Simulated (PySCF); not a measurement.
C₅H₁₁Ga, singlet, at a GFN2-xTB geometry (such geometries of metal compounds can be far from the true shape), atoms displaced at random by about 0.08 Å a coordinate; R2SCAN/STO-3G, gradient in PySCF.

Input for PySCF:
```python
from pyscf import gto, scf, dft

mol = gto.Mole()
mol.atom = '''
    Ga    0.09529573    0.06485313    0.59937792
    C     0.25116652   -1.08800978   -1.05246547
    C    -0.46746914   -0.51270185   -2.27016070
    C     0.01929274    0.54716054   -3.07120814
    H     0.04160164   -2.12453739   -0.88304205
    H     1.34407249   -1.13561570   -1.17372667
    H    -1.48728184   -0.75626693   -2.23703878
    H     1.10670539    0.51295476   -3.03540254
    H    -0.49897574    0.67770187   -3.64782130
    C    -0.82001071    1.94007671    0.76296908
    H    -0.16879877    2.46012194   -0.17090313
    H    -0.99417142    2.27187778    1.45908406
    H    -1.78114104    1.90755030    0.12485344
    C     0.77010414   -0.69431296    2.42238482
    H     1.27408201   -0.01206390    2.94717821
    H     1.15914362   -1.81066583    2.47602549
    H    -0.15301619   -0.96880523    3.34981688
'''
mol.basis = 'sto-3g'
mol.verbose = 4
mol.build()

mf = dft.RKS(mol)
mf.xc = 'r2scan'
mf.kernel()
g = mf.nuc_grad_method()
grad = g.kernel()
```

Output, abridged:

```
PySCF version 2.14.0

[INPUT] verbose = 4
[INPUT] num. atoms = 17
[INPUT] num. electrons = 72
[INPUT] charge = 0
[INPUT] spin (= nelec alpha-beta = 2S) = 0
[INPUT] symmetry False subgroup None
[INPUT] Mole.unit = angstrom
[INPUT] Symbol           X                Y                Z      unit          X                Y                Z       unit  Magmom
[...]
nuclear repulsion = 410.335909866681
number of shells = 34
number of NR pGTOs = 162
number of NR cGTOs = 54
basis = sto-3g
ecp = {}

******** <class 'pyscf.dft.rks.RKS'> ********
method = RKS
initial guess = minao
damping factor = 0
level_shift factor = 0
DIIS = <class 'pyscf.scf.diis.CDIIS'>
diis_start_cycle = 1
diis_space = 8
diis_damp = 0
SCF conv_tol = 1e-09
SCF conv_tol_grad = None
SCF max_cycles = 50
direct_scf = True
direct_scf_tol = 1e-13
XC library pyscf.dft.libxc version 7.1.2
    S. Lehtola, C. Steigemann, M. J. T. Oliveira, and M. A. L. Marques,  SoftwareX 7, 1–5 (2018)
XC functionals = r2scan
    J. W. Furness, A. D. Kaplan, J. Ning, J. P. Perdew, and J. Sun,  J. Phys. Chem. Lett. 11, 8208–8215 (2020)
    J. W. Furness, A. D. Kaplan, J. Ning, J. P. Perdew, and J. Sun,  J. Phys. Chem. Lett. 11, 9248–9248 (2020)
    J. W. Furness, A. D. Kaplan, J. Ning, J. P. Perdew, and J. Sun,  J. Phys. Chem. Lett. 11, 8208–8215 (2020)
    J. W. Furness, A. D. Kaplan, J. Ning, J. P. Perdew, and J. Sun,  J. Phys. Chem. Lett. 11, 9248–9248 (2020)
radial grids:
    Treutler-Ahlrichs [JCP 102, 346 (1995); DOI:10.1063/1.469408] (M4) radial grids

becke partition: Becke, JCP 88, 2547 (1988); DOI:10.1063/1.454033
pruning grids: <function nwchem_prune>
grids dens level: 3
symmetrized grids: False
atomic radii adjust function: <function treutler_atomic_radii_adjust>
small_rho_cutoff = 0
Set gradient conv threshold to 3.16228e-05
Initial guess from minao.
tot grids = 199384
init E= -2094.74803893445
[...]
cycle= 1 E= -2096.30356005163  delta_E= -1.56  |g|= 0.667  |ddm|= 4.93
[...]
cycle= 2 E= -2051.48639038103  delta_E= 44.8  |g|= 5.65  |ddm|= 9.54
[...]
cycle= 3 E= -2096.39242850172  delta_E= -44.9  |g|= 0.657  |ddm|=  9.4
[...]
cycle= 4 E= -2096.49301520933  delta_E= -0.101  |g|= 0.326  |ddm|= 0.865
[...]
cycle= 5 E= -2096.49465472188  delta_E= -0.00164  |g|= 0.338  |ddm|= 0.352
[...]
cycle= 6 E= -2096.50920861325  delta_E= -0.0146  |g|= 0.304  |ddm|= 0.363
[...]
cycle= 7 E= -2096.50616990865  delta_E= 0.00304  |g|= 0.303  |ddm|= 0.277
[...]
cycle= 8 E= -2096.51102989069  delta_E= -0.00486  |g|= 0.283  |ddm|= 0.0931
[...]
cycle= 9 E= -2096.51706920831  delta_E= -0.00604  |g|= 0.268  |ddm|= 0.121
[...]
cycle= 10 E= -2096.52968374878  delta_E= -0.0126  |g|= 0.226  |ddm|= 0.221
[...]
cycle= 11 E= -2095.20374609347  delta_E= 1.33  |g|= 1.54  |ddm|= 3.28
[...]
cycle= 12 E= -2095.34337557505  delta_E= -0.14  |g|= 1.34  |ddm|= 0.381
[...]
cycle= 13 E= -2095.33145021122  delta_E= 0.0119  |g|= 1.36  |ddm|= 0.0375
[...]
cycle= 14 E= -2095.3358216957  delta_E= -0.00437  |g|= 1.35  |ddm|= 0.0806
[...]
cycle= 15 E= -2095.35930865088  delta_E= -0.0235  |g|= 1.39  |ddm|= 1.65
[...]
cycle= 16 E= -2095.35218713735  delta_E= 0.00712  |g|= 1.33  |ddm|= 1.64
[...]
cycle= 17 E= -2095.35565433746  delta_E= -0.00347  |g|= 1.32  |ddm|= 0.407
[...]
cycle= 18 E= -2095.35594508935  delta_E= -0.000291  |g|= 1.32  |ddm|= 0.0873
[...]
cycle= 19 E= -2095.941730526  delta_E= -0.586  |g|= 1.01  |ddm|= 3.81
[...]
cycle= 20 E= -2096.41800458928  delta_E= -0.476  |g|= 0.419  |ddm|= 1.89
[...]
cycle= 21 E= -2093.21874151746  delta_E=  3.2  |g|= 3.69  |ddm|= 4.18
[...]
cycle= 22 E= -2094.61157275948  delta_E= -1.39  |g|= 2.28  |ddm|= 1.41
[...]
cycle= 23 E= -2093.48103836801  delta_E= 1.13  |g|= 3.42  |ddm|= 2.97
[...]
cycle= 24 E= -2091.80643378014  delta_E= 1.67  |g|= 4.34  |ddm|=  1.8
[...]
cycle= 25 E= -2090.27146031656  delta_E= 1.53  |g|= 4.54  |ddm|= 1.19
[...]
cycle= 26 E= -2091.43816044357  delta_E= -1.17  |g|= 4.43  |ddm|= 0.647
[...]
cycle= 27 E= -2087.85807802749  delta_E= 3.58  |g|= 4.55  |ddm|= 2.48
[...]
cycle= 28 E= -2088.71173637741  delta_E= -0.854  |g|= 4.22  |ddm|= 0.548
[...]
cycle= 29 E= -2095.95251647112  delta_E= -7.24  |g|= 1.06  |ddm|= 5.28
[...]
cycle= 30 E= -2096.13813641922  delta_E= -0.186  |g|= 0.981  |ddm|=  2.8
[...]
cycle= 31 E= -2075.0523414626  delta_E= 21.1  |g|= 10.2  |ddm|= 7.14
[...]
cycle= 32 E= -2076.95615128647  delta_E= -1.9  |g|= 9.58  |ddm|= 0.828
[...]
cycle= 33 E= -2076.13913590216  delta_E= 0.817  |g|= 9.88  |ddm|= 0.301
[...]
cycle= 34 E= -2076.22846823148  delta_E= -0.0893  |g|= 9.95  |ddm|= 0.163
[...]
cycle= 35 E= -2080.66028275007  delta_E= -4.43  |g|= 8.26  |ddm|= 1.32
[...]
cycle= 36 E= -2081.0399153751  delta_E= -0.38  |g|= 8.08  |ddm|= 0.159
[...]
cycle= 37 E= -2059.41214965085  delta_E= 21.6  |g|= 10.3  |ddm|= 5.18
[...]
cycle= 38 E= -2094.7724788919  delta_E= -35.4  |g|=  1.7  |ddm|=  8.2
[...]
cycle= 39 E= -2094.6910327543  delta_E= 0.0814  |g|= 1.98  |ddm|= 5.49
[...]
cycle= 40 E= -2096.38807882439  delta_E= -1.7  |g|= 0.468  |ddm|= 3.17
[...]
cycle= 41 E= -2087.20024696283  delta_E= 9.19  |g|= 5.17  |ddm|= 5.35
[...]
cycle= 42 E= -2087.09351813791  delta_E= 0.107  |g|= 5.32  |ddm|= 0.813
[...]
cycle= 43 E= -2087.00278899403  delta_E= 0.0907  |g|= 5.35  |ddm|= 0.165
[...]
cycle= 44 E= -2091.52490638953  delta_E= -4.52  |g|= 4.71  |ddm|= 3.11

WARN: HOMO 0.093540031126688 == LUMO 0.0944298036223675

cycle= 45 E= -2087.47118204557  delta_E= 4.05  |g|= 5.26  |ddm|= 3.08
[...]
cycle= 46 E= -2087.24446047517  delta_E= 0.227  |g|= 5.29  |ddm|= 0.272

WARN: HOMO 0.16360101476836 == LUMO 0.164407799329665

cycle= 47 E= -2083.34027698752  delta_E=  3.9  |g|= 7.07  |ddm|= 2.87

WARN: HOMO 0.134406769436787 == LUMO 0.134513287309141

cycle= 48 E= -2085.54650060717  delta_E= -2.21  |g|= 5.94  |ddm|= 2.33
[...]
cycle= 49 E= -2079.39622164797  delta_E= 6.15  |g|= 3.45  |ddm|= 9.04
[...]
cycle= 50 E= -2056.80771791188  delta_E= 22.6  |g|= 4.81  |ddm|= 22.9
SCF not converged.
SCF energy = -2056.80771791188

WARN: Ground state RKS not converged

******** <class 'pyscf.grad.rks.Gradients'> for <class 'pyscf.dft.rks.RKS'> ********
unit = Eh/Bohr
grid_response = False
--------------- RKS gradients ---------------
         x                y                z
0 Ga     0.0764539910     0.4090986320     1.8957083440
1 C     1.3693626034    -1.3083471752     1.6685303692
2 C     0.6418920536    -5.0049534931     2.1532306927
3 C     6.3190844698     4.8056368612     3.9373145660
4 H     0.0172999109     0.0807967392     0.0323638744
5 H    -0.1102091588     0.0030030678     0.0468018281
6 H    -5.2312488059    -1.2839391820     0.0716139009
7 H     5.6905623905    -0.1830093173     0.0403569582
8 H    -8.8003167639     2.4281361092   -10.1083587067
9 C    -0.2349097776    -0.3729225910     1.1270272116
10 H     0.2128968389     0.2883660145    -0.0226170313
11 H     0.5108991871    -0.2251720444    -0.4941294629
12 H    -0.1395969654    -0.1558213188     0.0237632106
13 C    -0.0050280691     0.5516168251     0.1031481399
14 H    -0.1043340843     0.1656914089    -0.2923410738
15 H     0.0609234514    -0.2530615128    -0.2040237842
16 H    -0.2728488363     0.0545057373     0.0237245045
----------------------------------------------
```

Convergence was not reached.
